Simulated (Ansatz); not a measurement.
Consider the ligand exchange at the In–S bond: `[CH3][In]([CH3])[SH]` + H–F → `[CH3][In]([CH3])[F]` + H₂S.

Program: Ansatz. Geometries: PBE0-D4/def2-TZVP. ΔE: electronic, gas phase. CCSD(T)/CBS is the MP2 limit (def2-TZVPP, def2-QZVPP) plus CCSD(T) − MP2 in def2-TZVPP, frozen cores. This one scheme is used for every species. Functionals use def2-TZVPP. def2 core potentials past Kr. For In outer-core shells are correlated without core-valence functions, which leaves a few kJ/mol of doubt a bond. Each species was taken in one conformer, which may not be the lowest.

Question: Is it downhill or uphill in electronic energy at CCSD(T)/CBS, and by how much? (Best estimate.)

Answer: The calculation gave: Uphill: ΔE = +19.3 kJ/mol.

Question: What do these levels give: PBE0-D4, B2PLYP, PBE, revPBE, r2SCANh, BHLYP, CCSD(T)/def2-SVP, HF/def2-TZVPP, CCSD/def2-TZVPP, MP2/def2-QZVPP, SCS-MP2/def2-QZVPP, CCSD/CBS(def2)? (Best estimate.)

Answer: Ansatz gave: PBE0-D4 21.9, B2PLYP 9.4, PBE 9.9, revPBE 7.3, r2SCANh 13.1, BHLYP 7.8, CCSD(T)/def2-SVP 6.3, HF/def2-TZVPP 9.6, CCSD/def2-TZVPP 18.5, MP2/def2-QZVPP 25.4, SCS-MP2/def2-QZVPP 16.9, CCSD/CBS(def2) 17.4 kJ/mol.

Largest T1 diagnostic among the species: 0.014.

Leaving LDA and LC-ωPBE aside and taking each functional with its dispersion term where it has one, the values, not all of them listed here, spread over 21.7 kJ/mol, from BLYP-D4 to PBE-QIDH. LDA lies +9.4 kJ/mol from PBE without D4. From BLYP to BHLYP (50 % exact exchange), in def2-TZVPP and without D4, ΔE moves by +12.8 kJ/mol.
